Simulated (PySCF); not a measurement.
Geometry (Å), atoms numbered from 1 in this order:
```xyz
17

C     1.787    0.759   -1.024
C     1.232    0.852    0.184
C     0.303   -0.143    0.820
C     0.050   -1.406    0.012
O    -0.724   -1.140   -1.141
B    -1.595   -0.105   -1.144
O    -1.775    0.710   -0.054
C    -1.056    0.495    1.104
F    -1.769   -0.348    1.916
H     1.590   -0.084   -1.692
H     2.457    1.539   -1.395
H     1.450    1.736    0.797
H     0.718   -0.435    1.801
H     0.999   -1.859   -0.313
H    -0.481   -2.141    0.638
H    -2.237    0.122   -2.135
H    -0.965    1.459    1.633
```

Geometry: PBE0-D3(BJ)/def2-SVP; GIAO absolute shieldings from PySCF 2.14, gas phase, non-relativistic, averaged over equivalent atoms.

At mPW1PW91/pcSseg-1 (193 basis functions, 23 s wall time on 1 thread of an Arm Neoverse V2, shared host):
| atoms | σ (ppm) |
| --- | --- |
| C2 | 43.1 |
| C1 | 55.9 |
| C8 | 78.9 |
| C4 | 125.7 |
| C3 | 138.7 |
| O7 | 165.2 |
| O5 | 207.7 |
| B6 | 76.4 |
| F9 | 307.7 |
| H10 | 25.44 |
| H12 | 25.45 |
| H11 | 25.63 |
| H17 | 25.81 |
| H15 | 26.92 |
| H16 | 27.19 |
| H14 | 27.23 |
| H13 | 29.02 |

Problem. Predict the values at PBE0/pcSseg-1 on the same geometry.

Solution. 
```tsv
atoms	σ at PBE0/pcSseg-1	change
C2	43.8	+0.7
C1	56.9	+1.0
C8	79.8	+0.9
C4	126.6	+0.9
C3	139.4	+0.7
O7	165.0	-0.2
O5	207.6	-0.1
B6	76.3	-0.1
F9	306.9	-0.8
H10	25.38	-0.06
H12	25.38	-0.07
H11	25.57	-0.06
H17	25.76	-0.05
H15	26.86	-0.06
H16	27.11	-0.08
H14	27.16	-0.07
H13	28.97	-0.05
```

The largest change is at C1 (terminal =CH2 carbon). Cost: 193 basis functions, 25 s wall time on 1 thread of an Arm Neoverse V2, shared host. The order of the carbon signals is the same at both levels.
